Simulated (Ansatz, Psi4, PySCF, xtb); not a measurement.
Pair of molecules: CH4 (SMILES C) (first 5 atoms) with H4OSi (SMILES O[SiH3]); geometry from B3LYP-D3(BJ)/def2-TZVP, rigid monomers moved along the line of their centres of mass till H2···Si7 is 3.71 Å.
(charge 0, multiplicity 1):
```xyz
11

C      0.0210    -0.1589     0.0474
H     -0.1249     0.6492     0.7624
H     -0.3676    -1.0875     0.4642
H     -0.5072     0.0706    -0.8773
H      1.0841    -0.2744    -0.1611
O     -0.0281     1.3518     3.8889
Si    -0.1134    -0.2292     4.3680
H      0.7455     1.8634     4.1367
H      1.0053    -1.0308     3.8148
H     -1.3996    -0.7370     3.8542
H     -0.0768    -0.3481     5.8470
```

Interaction energies are E(AB) − E(A) − E(B) at the monomers' geometry in the complex; basis-set methods are counterpoise corrected.

Frozen-core correlation.

Programs: Ansatz (an electronic-structure program) with Gaussian orbitals; Psi4 for SAPT; PySCF for the dispersion terms; xtb for the GFN methods. Values without a source in brackets are computed.

**Question.** Estimate the interaction energy that GFN2-xTB returns for this input.

**Answer.** -0.9 kcal/mol
